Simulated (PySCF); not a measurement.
BrCH2CH2CH2F, C₃H₆BrF.
Geometry (PBE0-D3(BJ)/def2-SVP, Å), atoms numbered from 1 in this order:
```xyz
11
C3H6BrF angstrom
F     -1.1979   -0.3312    1.6145
C     -1.3018    0.1148    0.3185
C     -0.0984   -0.3237   -0.4863
C      1.1926    0.2152    0.0914
Br     2.7404   -0.3740   -0.9220
H     -1.3871    1.2160    0.3400
H     -2.2275   -0.2939   -0.1200
H     -0.0609   -1.4244   -0.5140
H     -0.2228    0.0193   -1.5263
H      1.2201    1.3136    0.0812
H      1.3417   -0.1316    1.1212
```

The calculation used core-valence-separated Tamm–Dancoff BHandHLYP/aug-pcX-1 (pcseg-1 on H, def2-SVPD on Br) in PySCF, non-relativistic, gas phase, PBE0-D3(BJ)/def2-SVP geometry. BHandHLYP without relativity tends to put these K edges a few eV too low, so spacings mean more than positions.

Question: What does the C 1s absorption edge look like?

Answer: 
```csv
E (eV),f,core hole on,main final orbital
284.22,0.0659,C4,LUMO (41 %)
285.72,0.0157,C3,LUMO (63 %)
286.49,0.0229,C3,spread
286.73,0.0091,C3,LUMO+1 (40 %)
286.98,0.0545,C2,LUMO (31 %)
287.21,0.0210,C4,LUMO+2 (46 %)
287.25,0.0051,C3,LUMO+2 (49 %)
287.53,0.0050,C3,spread
287.72,0.0271,C4,spread
287.74,0.0031,C3,LUMO+4 (47 %)
287.92,0.0143,C2,LUMO+1 (35 %)
288.17,0.0358,C2,LUMO+3 (32 %)
288.23,0.0077,C3,LUMO+9 (53 %)
288.40,0.0047,C3,LUMO+5 (36 %)
288.45,0.0028,C4,LUMO+1 (58 %)
```

The first line with a tenth or more of the strongest one's intensity is at 284.22 eV (f = 0.066), with the hole on C4 (sp3 C–Br carbon). It is also the strongest listed.

Question: List the fluorine K-edge absorption lines.

Answer: 
```tsv
E (eV)	f	core hole on	main final orbital
685.44	0.0254	F1	spread
686.47	0.0091	F1	LUMO (68 %)
687.27	0.0008	F1	LUMO+1 (44 %)
687.30	0.0027	F1	LUMO+3 (52 %)
687.53	0.0087	F1	LUMO+4 (38 %)
687.86	0.0023	F1	LUMO+2 (59 %)
688.37	0.0012	F1	spread
```

The first line with a tenth or more of the strongest one's intensity is at 685.44 eV (f = 0.025), with the hole on F1 (alkyl fluorine). It is also the strongest listed.

Roots within 0.03 eV whose holes lie on the same, on equivalent or on shared atoms are summed into one line, and the highest roots are left out, as the search may have cut off their partners. Final orbitals are the ground state's empty Kohn–Sham orbitals.

Question: What are the wavelength and the wavenumber of the 286.98 eV line?

Answer: λ = 12398.42 eV Å/286.98 eV = 43.203 Å; 2.3146 × 10⁶ cm⁻¹.

Only the lowest roots of each edge were sought. The BHandHLYP/aug-pcX-1 (pcseg-1 on H, def2-SVPD on Br) calculation is non-relativistic and has no spin–orbit coupling, an omission that weighs most on bromine.

Hardware: one thread of an x86-64 server (shared host). Cost: 13 s of wall time.

One conformer stands for the species.
